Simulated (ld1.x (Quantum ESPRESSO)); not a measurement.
# Scattering properties, RRKJ potential for Si

silicon, norm-conserving RRKJ (Kleinman–Bylander form), made with ld1.x (Quantum ESPRESSO) 7.5 (PBEsol, scalar-relativistic). Core [Ne], reference 3s2 3p2. Waves: 3s (bound): rc 1.75 bohr; 3d channel at 0.4 Ry: rc 1.35 bohr; 3p (bound): rc 1.60 bohr. Local part: the p channel. Core correction: a·sin(br)/r model core inside 0.80 bohr. rho0 = 0.02.

The phase is arctan(r·u′/u) with u = r·R(r), unwrapped; energies in Ry, scanned from -3 to 5 Ry. A pole is an energy at which the radial function vanishes at the test radius. The pseudo phase is shifted by a multiple of π to meet the all-electron one at the reference energy, and phase errors are pseudo minus all-electron; the curves can meet again beyond the range given. Levels narrower than the energy grid can be missing from the lists of poles.

**Question.** For each channel, where are the poles, and over which energies does the pseudopotential scatter like the atom?

**Answer.**

```csv
channel,radius (bohr),reference energy (Ry),"poles, all-electron","poles, pseudo",unbroken range about the reference energy with phases within 0.05 rad,phase error 1 Ry above the reference energy (rad)
s,1.90,-0.79,2.73,2.60,the whole range,-0.003
p,1.90,-0.30,3.67,3.27,below 4.2,-0.013
d,1.90,0.40,4.10,4.29,the whole range,+0.007
```

Phases in the s channel:

```json
{"E (Ry)": "-3.00", "all-electron": "1.123", "pseudo": "1.120"}
{"E (Ry)": "-2.76", "all-electron": "1.085", "pseudo": "1.083"}
{"E (Ry)": "-2.52", "all-electron": "1.039", "pseudo": "1.037"}
{"E (Ry)": "-2.28", "all-electron": "0.981", "pseudo": "0.978"}
{"E (Ry)": "-2.04", "all-electron": "0.905", "pseudo": "0.902"}
{"E (Ry)": "-1.80", "all-electron": "0.803", "pseudo": "0.801"}
{"E (Ry)": "-1.56", "all-electron": "0.664", "pseudo": "0.662"}
{"E (Ry)": "-1.32", "all-electron": "0.469", "pseudo": "0.468"}
{"E (Ry)": "-1.08", "all-electron": "0.204", "pseudo": "0.203"}
{"E (Ry)": "-0.84", "all-electron": "-0.122", "pseudo": "-0.122"}
{"E (Ry)": "-0.60", "all-electron": "-0.455", "pseudo": "-0.455"}
{"E (Ry)": "-0.36", "all-electron": "-0.732", "pseudo": "-0.733"}
{"E (Ry)": "-0.12", "all-electron": "-0.938", "pseudo": "-0.940"}
{"E (Ry)": "0.12", "all-electron": "-1.086", "pseudo": "-1.089"}
{"E (Ry)": "0.36", "all-electron": "-1.193", "pseudo": "-1.197"}
{"E (Ry)": "0.60", "all-electron": "-1.274", "pseudo": "-1.278"}
{"E (Ry)": "0.84", "all-electron": "-1.336", "pseudo": "-1.340"}
{"E (Ry)": "1.08", "all-electron": "-1.385", "pseudo": "-1.390"}
{"E (Ry)": "1.32", "all-electron": "-1.426", "pseudo": "-1.431"}
{"E (Ry)": "1.56", "all-electron": "-1.459", "pseudo": "-1.465"}
{"E (Ry)": "1.80", "all-electron": "-1.488", "pseudo": "-1.495"}
{"E (Ry)": "2.04", "all-electron": "-1.513", "pseudo": "-1.520"}
{"E (Ry)": "2.28", "all-electron": "-1.535", "pseudo": "-1.543"}
{"E (Ry)": "2.52", "all-electron": "-1.555", "pseudo": "-1.564"}
{"E (Ry)": "2.76", "all-electron": "-1.573", "pseudo": "-1.583"}
{"E (Ry)": "3.00", "all-electron": "-1.590", "pseudo": "-1.601"}
{"E (Ry)": "3.24", "all-electron": "-1.606", "pseudo": "-1.618"}
{"E (Ry)": "3.48", "all-electron": "-1.621", "pseudo": "-1.635"}
{"E (Ry)": "3.72", "all-electron": "-1.636", "pseudo": "-1.651"}
{"E (Ry)": "3.96", "all-electron": "-1.650", "pseudo": "-1.668"}
{"E (Ry)": "4.20", "all-electron": "-1.664", "pseudo": "-1.684"}
{"E (Ry)": "4.44", "all-electron": "-1.678", "pseudo": "-1.702"}
{"E (Ry)": "4.68", "all-electron": "-1.693", "pseudo": "-1.720"}
{"E (Ry)": "4.92", "all-electron": "-1.708", "pseudo": "-1.740"}
```
